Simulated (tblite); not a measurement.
Compound: C5H9OSi (doublet state).
Z-matrix (Å and degrees, GFN2-xTB geometry), rows numbered from 1:
```
O 
C   1  1.3118
C   2  1.5991  1  107.45
C   3  1.4650  2  105.40  1   -87.69
C   4  1.3440  3  117.04  2    85.47
C   5  1.4777  4  117.89  3     1.25
Si  6  1.9075  5  104.33  4    15.95
H   2  1.1069  1  112.21  3   110.81
H   2  1.1064  1  114.39  3  -124.67
H   3  1.0864  2  110.03  1   149.76
H   4  1.0815  3  120.38  2   -90.22
H   5  1.0815  4  122.11  3  -177.55
H   6  1.0960  5  107.64  4   -99.01
H   6  1.0888  5  112.13  4   144.05
H   7  1.4827  3  104.53  2   165.64
H   7  1.4477  3  122.11  2    42.57
```

Computed with GFN2-xTB (tblite): harmonic, unscaled wavenumbers at the GFN2-xTB geometry, gas phase. Errors from tens to a few hundred cm⁻¹ against measured bands are possible. Modes of hydrogen on silicon can be 10 to 20 % off. One conformer, not necessarily the lowest. Open shells enter through the occupations alone, without spin polarisation, and single modes of such species can be off by tens of per cent.

Harmonic wavenumbers (cm⁻¹): 79.8, 117.1, 183.1, 229.1, 352.8, 371.7, 433.7, 531.2, 575.7, 607.9, 647.1, 672.4, 720.7, 744.5, 792.5, 816.3, 849.4, 869.7, 908.4, 994.0, 1022.9, 1035.5, 1104.7, 1134.1, 1159.1, 1226.6, 1234.8, 1240.9, 1268.0, 1327.0, 1391.0, 1453.0, 1581.4, 2121.6, 2403.6, 2716.6, 2791.2, 2912.7, 2991.7, 3000.4, 3051.7, 3066.6.

A = 2930, B = 2505, C = 2020 MHz; mass 113.042 u (most abundant isotopes); point group C1, symmetry number 1; spin multiplicity 2.

Q: What is the zero-point energy?

A: ½Σν̃ = 26366 cm⁻¹ = 75.38 kcal/mol.

Q: Entropy at 273.15 K, 1 bar (ideal gas, RRHO, classical rotation)?

A: Translation 39.67, rotation 27.21, vibration 16.53, spin (R ln 2) 1.38: S = 84.8 cal/(mol K).

Q: And Cp and H(273.15 K) − H(0)?

A: Cp = 29.99 cal/(mol K), of which vibrations give 22.05 (their classical limit is 42 R = 83.5); H(273.15 K) − H(0) = 4.81 kcal/mol without the zero-point energy, 2.64 from vibrations.

Q: Blend soft modes into free rotors: weight 1/[1 + (100 cm⁻¹/ν̃)⁴] for the oscillator and the rest for a rotor with moment μB/(μ + B), μ = h/(8π²ν), B = 10⁻⁴⁴ kg m². What vibrational entropy results?

A: 15.91 cal/(mol K) in place of 16.53, which changes −T·S at 273.15 K by +0.17 kcal/mol.

Q: Which modes carry the vibrational entropy at 273.15 K?

A: 79.8 cm⁻¹: 3.72; 117.1 cm⁻¹: 2.98; 183.1 cm⁻¹: 2.13; 229.1 cm⁻¹: 1.73; 352.8 cm⁻¹: 1.02; 371.7 cm⁻¹: 0.94 cal/(mol K); the other 36 give 4.01 together.

Hindered rotation and anharmonicity are outside this model. Other conformers, if any are populated, would add a mixing term that is left out. The structure is chiral; the term R ln 2 for an equal mix with its mirror image is left out.
